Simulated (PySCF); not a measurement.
## Sr: ionisation energy

Sr [Kr] 5s2 (1S) → Sr⁺ [Kr] 5s1 (2S), as a difference of total energies. All numbers are calculated (PySCF 2.14, the non-relativistic Hamiltonian (point nucleus), in dyall-av2z (22s16p11d, 125 functions)). Correlated levels: valence: [Kr] frozen; virtual orbitals above 40 to 60 times the deepest correlated orbital energy dropped. The calculations carry no spin-orbit coupling.

**Question.** Order these methods by the ionisation energy they give, lowest first.
A. TPSSh
B. r2SCANh
C. UHF
D. PBE

**Answer.** C (4.673 eV), B (5.365 eV), A (5.505 eV), D (5.618 eV).

These non-relativistic numbers lack the scalar-relativistic shift.

Errors of the correlated levels include the incompleteness of this basis and the frozen core.

MP2 underrates the near-degeneracy of ns² with np² in the lower species.

For comparison: 5.695 eV (measured; NIST Atomic Spectra Database, ionization energies).
